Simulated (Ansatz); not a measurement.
**Question.** Name a neutral molecule of C, F, Si and H with zero-point energy (PBE0-D4/def2-TZVP) between 280 and 296 kJ/mol and size of the dipole moment (PBE/def2-TZVPP) between 2.00 and 2.30 D (Ansatz, PBE0-D4/def2-TZVP geometry).

**Answer.** `CC(C)[SiH](F)F` (285.3 kJ/mol, 2.11 D). Other molecules can fit too; these were computed, each in one conformer that needn't be the lowest.
